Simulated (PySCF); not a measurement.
A GIAO shielding run with PySCF (density fitting, non-relativistic, gas phase) on SMILES FC(F)CCCN[SiH3], C4H11F2NSi:

```
$ OMP_NUM_THREADS=1 python probes_run.py task.json out

{"job": {"kind": "nmr", "xc": "PBE0", "basis": "pcSseg-1"}, "charge": 0, "multiplicity": 1}
F     -2.570399     1.892578     0.494576
C     -1.851350     1.009020    -0.244356
F     -2.625673     0.708555    -1.319130
C     -1.538087    -0.230804     0.573379
C     -0.796974    -1.296766    -0.233244
C      0.613702    -0.856017    -0.645430
N      1.377359    -0.404355     0.490444
Si     2.463047     0.926172     0.479454
H     -0.960129     1.537052    -0.611880
H     -2.482772    -0.635112     0.942543
H     -0.929555     0.082391     1.422714
H     -0.722255    -2.195733     0.382313
H     -1.367587    -1.547207    -1.128800
H      0.554935    -0.034461    -1.360701
H      1.107127    -1.696417    -1.154959
H      1.529352    -1.148316     1.154533
H      2.748359     1.161352     1.891644
H      1.728000     2.024718    -0.151954
H      3.713097     0.712600    -0.266035
```

Hardware: 1 thread of an Intel Xeon, shared host. The job also computes population analyses, field gradients.

(1) How large is the calculation?

(2) How long does it take, and how much memory does it need?

Answers

(1) 74 electrons, 198 basis functions and 1045 auxiliary functions.

(2) 110 s of wall time, with 13 SCF cycles and 4 response iterations; peak memory 0.81 GiB. Times on a shared host scatter by some tens of per cent.
